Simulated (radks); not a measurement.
The numbers below are computed, except where a source is named.
Br14+, 21 electrons, occupied as [Ar] 3d3. Code: a radial shooting solver on a logarithmic mesh with Libxc functionals. Model: non-relativistic Kohn-Sham, PBE, spin-polarised, spherical densities, point nucleus; open shells are filled with parallel spins first.

Normalised radial functions P(r) = r R(r), r in bohr:

r         2p down    3p up  3p down
0.00144    0.0024   0.0011   0.0011
0.001611   0.0030   0.0014   0.0014
0.001802   0.0037   0.0017   0.0017
0.002015   0.0047   0.0021   0.0021
0.002254   0.0058   0.0026   0.0026
0.002521   0.0072   0.0033   0.0033
0.00282    0.0090   0.0041   0.0041
0.003154   0.0112   0.0051   0.0051
0.003528   0.0139   0.0063   0.0063
0.003946   0.0173   0.0079   0.0078
0.004413   0.0215   0.0098   0.0097
0.004936   0.0266   0.0121   0.0120
0.005521   0.0329   0.0150   0.0149
0.006176   0.0407   0.0185   0.0184
0.006908   0.0503   0.0229   0.0227
0.007726   0.0621   0.0282   0.0280
0.008642   0.0764   0.0348   0.0345
0.009666   0.0939   0.0427   0.0424
0.01081    0.1152   0.0524   0.0520
0.01209    0.1410   0.0641   0.0636
0.01353    0.1721   0.0782   0.0776
0.01513    0.2094   0.0951   0.0944
0.01692    0.2540   0.1153   0.1144
0.01893    0.3071   0.1393   0.1382
0.02117    0.3697   0.1675   0.1662
0.02368    0.4432   0.2005   0.1989
0.02649    0.5287   0.2388   0.2369
0.02963    0.6272   0.2827   0.2804
0.03314    0.7396   0.3324   0.3298
0.03706    0.8662   0.3880   0.3849
0.04146    1.0070   0.4490   0.4454
0.04637    1.1610   0.5146   0.5105
0.05228    1.3385   0.5884   0.5836
0.05848    1.5125   0.6582   0.6528
0.06541    1.6898   0.7256   0.7196
0.07316    1.8644   0.7866   0.7800
0.08183    2.0287   0.8359   0.8289
0.09153    2.1738   0.8676   0.8602
0.1024     2.2901   0.8747   0.8670
0.1145     2.3677   0.8501   0.8423
0.1281     2.3975   0.7869   0.7793
0.1433     2.3724   0.6795   0.6724
0.1602     2.2887   0.5246   0.5183
0.1792     2.1469   0.3220   0.3169
0.2005     1.9523   0.0760   0.0726
0.2242     1.7155  -0.2039  -0.2052
0.2508     1.4516  -0.5029  -0.5018
0.2805     1.1781  -0.8015  -0.7980
0.3138     0.9134  -1.0772  -1.0715
0.3509     0.6734  -1.3063  -1.2995
0.3925     0.4696  -1.4675  -1.4609
0.4391     0.3078  -1.5454  -1.5403
0.4911     0.1884  -1.5337  -1.5309
0.5493     0.1068  -1.4371  -1.4371
0.6144     0.0556  -1.2709  -1.2738
0.6872     0.0264  -1.0584  -1.0639
0.7686     0.0113  -0.8274  -0.8348
0.8597     0.0043  -0.6045  -0.6127
0.9616     0.0014  -0.4106  -0.4183
1.076      0.0004  -0.2573  -0.2636
1.203      0.0001  -0.1474  -0.1520
1.346      0.0000  -0.0764  -0.0793
1.505      0.0000  -0.0355  -0.0371
1.684      0.0000  -0.0145  -0.0153

2p down: eigenvalue -1961.7 eV, 0 radial nodes, <r> = 0.166 bohr, 90 % of the charge inside 0.270 bohr. 3p up: eigenvalue -558.78 eV, 1 radial node at r = 0.207 bohr, <r> = 0.508 bohr, 90 % of the charge inside 0.758 bohr. 3p down: eigenvalue -551.78 eV, 1 radial node at r = 0.207 bohr, <r> = 0.510 bohr, 90 % of the charge inside 0.762 bohr.
